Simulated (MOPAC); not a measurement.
MOPAC input (PM6):

```
PM6 1SCF GEO-OK AUX(PRECISION=9) THREADS=1
C4H7BO

C     2.53456600 1   -0.31571300 1   -0.08982600 1
C     1.30305200 1   -0.82049300 1    0.01392300 1
B     0.01797700 1    0.05605200 1    0.07294900 1
O     0.17725700 1    1.41354300 1    0.02370800 1
C    -1.40098500 1   -0.59736600 1    0.17207900 1
C    -2.54277100 1    0.01244700 1   -0.15075000 1
H     3.42024800 1   -0.94039900 1   -0.13433300 1
H     2.69573700 1    0.75569700 1   -0.13380500 1
H     1.20143200 1   -1.90292300 1    0.05391500 1
H    -0.64619300 1    1.90410200 1    0.10985000 1
H    -1.46670000 1   -1.63796400 1    0.48326300 1
H    -3.50737100 1   -0.48011200 1   -0.10007700 1
H    -2.56826000 1    1.03974500 1   -0.50578300 1
```

From the output:

```
                                                       MOPAC v23.2.5 Linux

          FINAL HEAT OF FORMATION =        -45.54360 KCAL/MOL =    -190.55444 KJ/MOL

          COSMO AREA              =        134.97 SQUARE ANGSTROMS
          COSMO VOLUME            =        122.52 CUBIC ANGSTROMS

          IONIZATION POTENTIAL    =         10.311838 EV
          HOMO LUMO ENERGIES (EV) =        -10.312 -0.055
          NO. OF FILLED LEVELS    =         16
          MOLECULAR WEIGHT        =         81.9087         POINT GROUP:  C1

          MOLECULAR DIMENSIONS (Angstroms)

            Atom       Atom       Distance
            H    12    H     7     6.94298
            H    10    H     9     3.67644
            H    11    H    13     1.02748

          SCF CALCULATIONS        =          1

   ATOM   CHEMICAL          X               Y               Z
  NUMBER   SYMBOL      (ANGSTROMS)     (ANGSTROMS)     (ANGSTROMS)

     1       C          2.53456600  *  -0.31571300  *  -0.08982600  *
     2       C          1.30305200  *  -0.82049300  *   0.01392300  *
     3       B          0.01797700  *   0.05605200  *   0.07294900  *
     4       O          0.17725700  *   1.41354300  *   0.02370800  *
     5       C         -1.40098500  *  -0.59736600  *   0.17207900  *
     6       C         -2.54277100  *   0.01244700  *  -0.15075000  *
     7       H          3.42024800  *  -0.94039900  *  -0.13433300  *
     8       H          2.69573700  *   0.75569700  *  -0.13380500  *
     9       H          1.20143200  *  -1.90292300  *   0.05391500  *
    10       H         -0.64619300  *   1.90410200  *   0.10985000  *
    11       H         -1.46670000  *  -1.63796400  *   0.48326300  *
    12       H         -3.50737100  *  -0.48011200  *  -0.10007700  *
    13       H         -2.56826000  *   1.03974500  *  -0.50578300  *

                             CARTESIAN COORDINATES

   1    C        2.534566000    -0.315713000    -0.089826000
   2    C        1.303052000    -0.820493000     0.013923000
   3    B        0.017977000     0.056052000     0.072949000
   4    O        0.177257000     1.413543000     0.023708000
   5    C       -1.400985000    -0.597366000     0.172079000
   6    C       -2.542771000     0.012447000    -0.150750000
   7    H        3.420248000    -0.940399000    -0.134333000
   8    H        2.695737000     0.755697000    -0.133805000
   9    H        1.201432000    -1.902923000     0.053915000
  10    H       -0.646193000     1.904102000     0.109850000
  11    H       -1.466700000    -1.637964000     0.483263000
  12    H       -3.507371000    -0.480112000    -0.100077000
  13    H       -2.568260000     1.039745000    -0.505783000

           Empirical Formula: C4 H7 O B  =    13 atoms

      MOLECULAR POINT GROUP   :   C1

                  EIGENVALUES
 -30.49865 -26.75024 -26.51202 -20.92534 -19.63813 -19.16256 -16.59203 -15.27559
 -14.79162 -13.93335 -13.41362 -13.04841 -11.67434 -10.77947 -10.66454 -10.31184
  -0.05521   1.25717   2.06087   2.41191   3.75476   4.38126   5.32198   5.60013
   5.83970   5.97455   6.16734   6.28798   6.47204   6.57214   6.74885

              NET ATOMIC CHARGES AND DIPOLE CONTRIBUTIONS

  ATOM NO.   TYPE          CHARGE      No. of ELECS.   s-Pop       p-Pop
    1          C          -0.268006        4.2680     1.12820     3.13980
    2          C          -0.221505        4.2215     1.13165     3.08986
    3          B           0.322801        2.6772     0.98268     1.69452
    4          O          -0.471993        6.4720     1.72871     4.74329
    5          C          -0.230991        4.2310     1.14317     3.08782
    6          C          -0.308088        4.3081     1.12399     3.18410
    7          H           0.139492        0.8605     0.86051
    8          H           0.154168        0.8458     0.84583
    9          H           0.133300        0.8667     0.86670
   10          H           0.326792        0.6732     0.67321
   11          H           0.139908        0.8601     0.86009
   12          H           0.149076        0.8509     0.85092
   13          H           0.135047        0.8650     0.86495
 DIPOLE           X         Y         Z       TOTAL
 POINT-CHG.    -0.826    -0.264     0.135     0.878
 HYBRID        -0.361     0.319    -0.041     0.483
 SUM           -1.187     0.055     0.094     1.192

          ATOMIC ORBITAL ELECTRON POPULATIONS

     Atom    s        px        py        pz
    1  C   1.12820   1.05007   1.12624   0.96349
    2  C   1.13165   1.01908   1.08365   0.98712
    3  B   0.98268   0.75240   0.63563   0.30649
    4  O   1.72871   1.53645   1.42561   1.78123
    5  C   1.14317   1.03667   1.08266   0.96849
    6  C   1.12399   1.06827   1.09919   1.01663
    7  H   0.86051
    8  H   0.84583
    9  H   0.86670
   10  H   0.67321
   11  H   0.86009
   12  H   0.85092
   13  H   0.86495

 **********************
 *                    *
 * JOB ENDED NORMALLY *
 *                    *
 **********************

 == MOPAC DONE ==
```

The geometry given is a B3LYP-D3(BJ)/def2-TZVP minimum.
